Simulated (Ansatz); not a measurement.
```yaml
atoms:
  - { symbol: C, position_ang: [0.0000, 0.0000, 0.5860] }
  - { symbol: N, position_ang: [0.0000, 0.0000, -0.5860] }
```

Basis set: cc-pVDZ (spherical functions). Correlated methods keep 2 orbitals frozen. Correlation on ROHF uses semicanonical orbitals with singles. Charge 0, multiplicity 2.

Computed with Ansatz (development build ahead of 0.2.0); the reference of a correlated method needn't be the lowest determinant of its kind.

Problem. Give the atomization energy at this shape (free ground-state atoms in the same class of orbitals less the molecule, no zero-point energy) of doublet CN by ROHF-CCSD(T), ROHF-CCSD, UHF-CCSD(T).

Solution.

```json
{"method": "ROHF-CCSD(T)", "atomization energy": "6.85 eV"}
{"method": "ROHF-CCSD", "atomization energy": "6.52 eV"}
{"method": "UHF-CCSD(T)", "atomization energy": "6.81 eV"}
```

Caution: the reference determinant was not shown to be the lowest. Caution for UHF-CCSD(T): the unrestricted determinant is spin contaminated.
